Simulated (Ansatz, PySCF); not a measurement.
Noncovalent pair: C2H4 (SMILES C=C) (first 6 atoms) with CH3NO (SMILES NC=O); geometry from B3LYP-D3(BJ)/def2-TZVP, rigid monomers moved along the line of their centres of mass till C1···H10 is 4.50 Å.
(charge 0, multiplicity 1):
```xyz
12

C      0.45192     0.47743     0.73908
C     -0.42316    -0.51409     0.63306
H      1.20962     0.46829     1.51333
H      0.44869     1.31843     0.05562
H     -1.18063    -0.52779    -0.14183
H     -0.39737    -1.35252     1.31865
N     -1.03639     0.34317     5.99137
C     -0.14789    -0.50205     6.56306
O      0.67266    -1.16099     5.96088
H     -1.04079     0.45369     4.98721
H     -1.69113     0.85899     6.55169
H     -0.24197    -0.53731     7.66408
```

Interaction energies are E(AB) − E(A) − E(B) at the monomers' geometry in the complex; basis-set methods are counterpoise corrected. Rows marked so take none.

Cores are frozen in the correlated methods. Rows in 3-21G, 6-311+G**, 6-31G* carry no dispersion term and start afresh at each structure (6-31G* with six Cartesian d functions). MP2/6-31G* freezes PySCF's default core.

Codes used: Ansatz (Gaussian orbitals); PySCF for 3-21G rows, 6-311+G** rows, 6-31G* rows, the dispersion terms. Each number belongs to the level named beside it.

Other levels give for the interaction energy: PBE/def2-TZVPPD -21.3; B3LYP/def2-TZVPPD -16.0; B3LYP-D3(BJ)/def2-TZVPPD -25.3; wB97M-V/def2-TZVPPD -27.0; CCSD(T)/aug-cc-pVDZ -25.3 meV.

Question: What do these common cheap choices give for the same quantity: HF/3-21G (no counterpoise), HF/6-31G*, BP86/6-31G* (no counterpoise), B3LYP/3-21G (no counterpoise), B3LYP/6-31G*, B3LYP/6-311+G** (no counterpoise), M06-2X/6-31G* (no counterpoise), MP2/6-31G*?

Answer: HF/3-21G (no counterpoise) -19.1; HF/6-31G* -18.4; BP86/6-31G* (no counterpoise) -15.9; B3LYP/3-21G (no counterpoise) -16.3; B3LYP/6-31G* -15.0; B3LYP/6-311+G** (no counterpoise) -18.3; M06-2X/6-31G* (no counterpoise) -20.5; MP2/6-31G* -19.3 meV. They span -20.5 to -15.0 meV.

Ansatz is a quantum-chemistry and plane-wave program.
